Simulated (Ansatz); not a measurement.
One change: `C[O][Ti]([NH2])([O]C)[O]C` becomes `C[O][Zr]([NH2])([O]C)[O]C`.

Ansatz, PBE0-D4/def2-TZVP geometries, multiplicity 1. Each molecule was computed in one conformer, which needn't be the lowest.

Elements past krypton have def2 core potentials. Scalar relativity is left out up to krypton.

| property | `C[O][Ti]([NH2])([O]C)[O]C` |
| --- | --- |
| HOMO–LUMO gap (PBE0/def2-TZVPP) / eV | 6.38 |
| HOMO energy (B3LYP/def2-TZVPP) / eV | -6.80 |
| size of the dipole moment (PBE/def2-TZVPP) / D | 0.87 |
| LUMO energy (PBE0/def2-TZVPP) / eV | -0.67 |
| size of the dipole moment (B3LYP/def2-TZVPP) / D | 0.89 |
| HOMO energy (PBE0/def2-TZVPP) / eV | -7.04 |

(1) Give the same properties after the change, and the shifts. (Estimate.)

Answers

(1) The calculation gave: 
| property | `C[O][Zr]([NH2])([O]C)[O]C` | shift |
| --- | --- | --- |
| HOMO–LUMO gap (PBE0/def2-TZVPP) / eV | 6.78 | 0.40 |
| HOMO energy (B3LYP/def2-TZVPP) / eV | -6.51 | 0.29 |
| size of the dipole moment (PBE/def2-TZVPP) / D | 0.31 | -0.56 |
| LUMO energy (PBE0/def2-TZVPP) / eV | 0.03 | 0.70 |
| size of the dipole moment (B3LYP/def2-TZVPP) / D | 0.33 | -0.56 |
| HOMO energy (PBE0/def2-TZVPP) / eV | -6.75 | 0.29 |

With PBE0 the HOMO rises by 0.29 eV and the LUMO rises by 0.70 eV, so the gap widens by about 0.41 eV. PBE moves the HOMO by 0.27 eV and ωB97M-V by 0.30 eV. Dipoles are sizes alone; their direction can turn.

Positive LUMOs are unbound, so they and the gaps depend on the basis.

B3LYP here is the variant with VWN-RPA as its local correlation; programs differ in this.
